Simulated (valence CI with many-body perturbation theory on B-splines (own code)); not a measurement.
**Si⁺: calculated level list**

Method: relativistic CI+MBPT: three valence electrons over a frozen Dirac-Fock core [Ne], a basis of 11 s, 11 p, 10 d, 8 f, 5 g, 2 h functions for each j, with the one-electron correlation potential Σ1 (screened to all orders), the two-electron term Σ2, the three-electron term Σ3, Breit, model QED; selected single and double excitations, second order for the rest, scaled by the run's own slope (own B-spline code, finite nucleus).

Against 38 measured levels this calculation errs by 64 cm⁻¹ on average and by 151 at most. These come from a selection out of the NIST Handbook of Basic Atomic Spectroscopic Data. Levels without a partner in it may be off by more.

Levels 46 to 54 of 54, with energies above the lowest level, 3s2 3p 2P°_1/2. "Leading %" is the weight of the configuration and term that name the level; weights of strongly mixed levels are sums over their largest components and can fall short. In the jj column 3d3/2^4 stands for four electrons in 3d with j = 3/2.

```csv
No.,Configuration,Term,J,E (eV),Leading %,Leading jj,Second component,g
46,3s2 6f,2F°,7/2,14.793,93,3s^2 6f7/2 (93 %),,1.143
47,3s2 6f,2F°,5/2,14.793,93,3s^2 6f5/2 (93 %),,0.857
48,3s2 6g,2G,7/2,14.824,94,3s^2 6g7/2 (94 %),,0.889
49,3s2 6g,2G,9/2,14.824,94,3s^2 6g9/2 (94 %),,1.111
50,3s2 6h,2H°,11/2,14.827,94,3s^2 6h11/2 (94 %),,1.091
51,3s2 6h,2H°,9/2,14.827,94,3s^2 6h9/2 (94 %),,0.909
52,3s 3p 4s,2P°,1/2,15.064,63,3s 3p1/2 4s (48 %),14 % 3s2 7p 2P°,0.666
53,3s 3p 4s,2P°,3/2,15.084,61,3s 3p3/2 4s (54 %),16 % 3s2 8p 2P°,1.334
54,3s2 8s,2S,1/2,15.100,94,3s^2 8s (94 %),,2.002
```

Names give the largest LS component (configuration and term), which can be under half, so a name can repeat, a term be missing and a line seem to break the LS rules; names also repeat where a configuration has a term twice.
